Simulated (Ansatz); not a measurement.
Total energies of Nb3H3Se9 from Ansatz at PBE-D4/def2-TZVP, gas phase (1 Eh = 27.2114 eV = 2625.5 kJ/mol). The reference geometry is relaxed at PBE-D4/def2-SVP.

Cartesian coordinates in Å:
```
Nb 0.998 -0.290 -1.262
Nb -0.234 -1.275 1.137
Nb -0.725 1.946 0.420
Se 1.883 -1.330 -3.359
Se 1.465 2.181 -0.673
Se -1.440 0.912 -1.804
Se 2.216 -0.970 0.805
Se -0.594 -2.266 -1.131
Se -0.327 0.851 2.608
Se -2.507 0.138 0.247
Se -0.270 -3.430 2.424
Se -1.402 4.334 0.738
H 2.897 -0.224 -3.397
H 0.410 -4.376 1.503
H -2.370 3.799 1.744
```

| state | geometry | energy (Eh) |
| --- | --- | --- |
| charge 0 singlet | reference | -21784.26612 |
| charge 1 doublet | reference | -21784.00514 |
| charge -1 doublet | reference | -21784.36375 |
| charge 0 triplet | relaxed at PBE-D4/def2-SVP | -21784.24611 |
| free Nb atom (sextet) | – | -56.83927 |
| free Se atom (triplet) | – | -2401.12489 |
| free H atom (doublet) | – | -0.49962 |

In the def2 sets Nb takes a core potential; there is no spin–orbit coupling. Single mean-field runs in def2-TZVP are fitted with def2-universal-jkfit.

Task: Work out the vertical ionisation energy to the doublet.

Result: E(charge 1 doublet) − E(charge 0 singlet) = -21784.00514 − (-21784.26612) = 0.26098 Eh = 7.10 eV. For comparison, −ε of the highest occupied level is 5.32 eV at this level, 1.78 eV less.

Task: Work out the vertical electron affinity, to the doublet.

Result: E(charge 0 singlet) − E(charge -1 doublet) = -21784.26612 − (-21784.36375) = 0.09763 Eh = 2.66 eV. The basis lacks diffuse functions, which makes affinities too small.

Task: Give the fundamental gap IE − EA, the Mulliken electronegativity (IE + EA)/2 and the hardness (IE − EA)/2.

Result: From the values in Eh: IE − EA = 0.26098 − 0.09763 = 0.16335 Eh = 4.44 eV; (IE + EA)/2 = 4.88 eV; (IE − EA)/2 = 2.22 eV. The HOMO–LUMO gap of the same run is 0.97 eV, 3.47 eV smaller than the fundamental gap.

Task: Which of the charge 0 states is lowest, and how far above it are the others?

Result: The singlet. triplet: -21784.24611 − (-21784.26612) = 0.02001 Eh = 52.5 kJ/mol.

Task: What is the binding energy per atom against free atoms?

Result: Atoms: 3 × (-56.83927) + 9 × (-2401.12489) + 3 × (-0.49962) = -21782.14068 Eh. Binding: -21782.14068 − (-21784.26612) = 2.12544 Eh = 57.84 eV, or 3.86 eV for each of 15 atoms (no zero-point energy, no counterpoise term).

The restricted singlet is unstable towards broken spin symmetry in Hartree–Fock (as tested in another run); at PBE-D4/def2-TZVP this wasn't settled.
